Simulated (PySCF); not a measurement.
## Magnetisability: `O(C)/C(C)=C\C(=O)F`, C₅H₇FO₂

Cartesian coordinates in Å; atom numbers follow the order of the lines, from 1:
```xyz
15

C    -0.6228    1.9065   -0.6274
O     0.3241    0.9699   -0.1656
C    -0.0271   -0.2941    0.0659
C    -1.4379   -0.7359   -0.1613
C     0.9141   -1.1650    0.5092
C     2.2808   -0.7943    0.7440
O     2.8592    0.2348    0.6264
F     2.9943   -1.8965    1.1888
H    -1.0345    1.6211   -1.5996
H    -0.0757    2.8419   -0.7303
H    -1.4397    2.0434    0.0867
H    -1.7233   -0.5809   -1.2017
H    -2.1229   -0.1636    0.4638
H    -1.5442   -1.7888    0.0761
H     0.6512   -2.1905    0.7030
```

Computed with GIAO PBE/pcSseg-1 magnetisability, rotational g tensor and spin-rotation constants, non-relativistic, gas phase (PySCF 2.14.0). Geometry: GFN2-xTB.

**Question.** How diamagnetic is it, and how anisotropic?

**Answer.** Isotropic -1010 × 10⁻³⁰ J/T², or -60.8 × 10⁻⁶ cm³/mol; principal values -1092, -1046, -893 × 10⁻³⁰ J/T², anisotropy 181 × 10⁻³⁰ J/T² (root of half the summed squared differences of the principal values). The susceptibility is in cgs units.

**Question.** Split it along the inertial axes a, b, c into diamagnetic and paramagnetic parts about the centre of mass, with the quadrupole moment.

**Answer.** 
| axis | χ (10⁻⁶ cm³/mol) | diamagnetic (10⁻⁶ cm³/mol) | paramagnetic (10⁻⁶ cm³/mol) | summed x² of all electrons (Å²) | quadrupole Θ (D Å) |
| --- | --- | --- | --- | --- | --- |
| a | -63.0 | -394.3 | 331.3 | 228.4 | +2.40 |
| b | -53.8 | -1023.3 | 969.5 | 80.1 | -0.91 |
| c | -65.8 | -1309.0 | 1243.2 | 12.8 | -1.49 |

Anisotropies 2χaa − χbb − χcc = -6.3 and 2χbb − χaa − χcc = +21.2 × 10⁻⁶ cm³/mol. Θ is traceless in Buckingham's convention.

**Question.** And the rotational g tensor?

**Answer.** 
| axis | rotational constant (GHz) | g | nuclear part | electronic part |
| --- | --- | --- | --- | --- |
| a | 4.0801 | -0.0357 | 0.5994 | -0.6351 |
| b | 1.2391 | -0.0150 | 0.5493 | -0.5644 |
| c | 0.9619 | -0.0061 | 0.5557 | -0.5618 |

Asymmetric top; isotopes 12C, 19F, 1H, 16O; no vibrational averaging.
